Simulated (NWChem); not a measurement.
**Atomisation of hydrogen telluride (H$_{2}$Te)**

SMILES: [TeH2]
```xyz
3

Te     0.0000     0.0000    -0.0435
H     -1.1788     0.0000     1.1300
H      1.1788     0.0000     1.1300
```
Charge 0, spin multiplicity 1.

Program: NWChem. Structure: optimised with PBE0/def2-SVP with def2 effective core potentials on Te, a minimum by its harmonic frequencies.

Basis set: def2-TZVP. The atomisation energy is electronic alone: no zero-point, thermal, spin-orbit or counterpoise terms. No value is extrapolated to the basis-set limit. Free atoms are single determinants with multiplicities Te 3, H 2.

Effective core potentials replace the inner electrons of Te; spin-orbit coupling is left out. No SCF solution was tested for a lower state. Open-shell Hartree-Fock references start from PBE0 orbitals.

Q: For the atomisation energy, PBE gives 141.8 kcal/mol and BHandHLYP gives 138.0 kcal/mol. What do HF, PBE0, TPSS give?

A: HF: 92.5 kcal/mol; PBE0: 139.0 kcal/mol; TPSS: 147.6 kcal/mol.
